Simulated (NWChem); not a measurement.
Molecule: YCl3; SMILES [Cl][Y]([Cl])[Cl]

All runs: NWChem. The geometry was optimised at PBE0/def2-SVP. Not confirmed as a minimum by frequencies. def2 effective core potentials on Y; no spin-orbit coupling. Ions are spin-unrestricted doublets at the neutral geometry; other ion states weren't tried.

Q: What does the run give for CAM-B3LYP/def2-SVP? Quantities: vertical ionisation energy, ΔSCF (eV); −ε(HOMO) (eV).

A: The vertical ionisation energy, ΔSCF (eV) is 11.34 and the −ε(HOMO) (eV) is 10.31.
